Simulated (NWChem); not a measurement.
# GaNH₃Br; SMILES [NH2][GaH][Br]

```xyz
6

Ga    -0.3790     0.9015     0.0000
H     -1.8538     1.3802     0.0000
Br     0.1172    -1.3423     0.0000
N      1.0606     1.9801     0.0000
H      2.0136     1.6372     0.0000
H      1.0138     2.9916     0.0000
```
Atoms are numbered in this order, from 1.

Computed with NWChem. Geometry: optimised at PBE0/def2-SVP. Vzz is the largest principal value of the second derivative of the potential at the nucleus (NWChem prints the opposite sign); η is the asymmetry. Non-relativistic.

```csv
level,Vzz Ga1 (a.u.),η Ga1,Vzz Br3 (a.u.),η Br3,Vzz N4 (a.u.),η N4
Hartree-Fock/def2-TZVP,2.867,0.76,3.121,0.26,-0.809,0.39
Hartree-Fock/def2-SVP,[?],0.78,3.126,0.24,[?],0.39
CAM-B3LYP/def2-TZVP,2.579,0.77,3.614,0.25,-0.789,0.34
CAM-B3LYP/def2-SVP,1.874,0.81,3.622,0.23,-0.821,0.34
```

### Question
What belongs in the gaps?

### Answer

- Hartree-Fock/def2-SVP, Vzz Ga1 (a.u.): 2.196
- Hartree-Fock/def2-SVP, Vzz N4 (a.u.): -0.874
